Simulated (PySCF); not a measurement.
# Correlation energy of Li (lithium, neutral)

[He] 2p1, 2P determinant (an excited configuration). Calculation: PySCF 2.14, in aug-cc-pCVTZ-DK (7s6p4d2f, 59 functions); scalar relativity by spin-free X2C-1e. Frozen: nothing; 3 electrons correlated.

```csv
level,correlation energy (mhartree)
CCSD,-41.26
(T),-0.02
CCSD(T),-41.28
```

Diagnostics: T1 = 0.0044, D1 = 0.0106, largest double amplitude 0.018.

Cost of the coupled-cluster step: about 1.8 core-seconds, for 3 correlated electrons.

Iterations:

```
CC2 = 0
CCSD nocc = (np.int64(2), np.int64(1)), nmo = (59, 59)
frozen orbitals [[], []]
max_cycle = 100
direct = 0
conv_tol = 1e-08
conv_tol_normt = 1e-06
diis_space = 8
diis_start_cycle = 0
Init t2, MP2 energy = -0.0369092080599664
Init E_corr(UCCSD) = -0.0369092080814315
cycle = 1  E_corr(UCCSD) = -0.0406454176749367  dE = -0.00373620959  norm(t1,t2) = 0.00794788
cycle = 2  E_corr(UCCSD) = -0.0411583163675043  dE = -0.000512898693  norm(t1,t2) = 0.00296999
cycle = 3  E_corr(UCCSD) = -0.0413198982448357  dE = -0.000161581877  norm(t1,t2) = 0.00170207
cycle = 4  E_corr(UCCSD) = -0.0412586578742051  dE = 6.12403706e-05  norm(t1,t2) = 0.000449018
cycle = 5  E_corr(UCCSD) = -0.0412640471555763  dE = -5.38928137e-06  norm(t1,t2) = 7.50456e-05
cycle = 6  E_corr(UCCSD) = -0.0412642957738351  dE = -2.48618259e-07  norm(t1,t2) = 1.26847e-05
cycle = 7  E_corr(UCCSD) = -0.0412641521331792  dE = 1.43640656e-07  norm(t1,t2) = 2.64963e-06
cycle = 8  E_corr(UCCSD) = -0.0412641404328568  dE = 1.17003224e-08  norm(t1,t2) = 3.83305e-07
cycle = 9  E_corr(UCCSD) = -0.0412641420477915  dE = -1.61493473e-09  norm(t1,t2) = 6.35774e-08
UCCSD converged
E(UCCSD) = -7.406934427259179  E_corr = -0.04126414204779149
UCCSD(T) correction = -1.75064716505236e-05
```
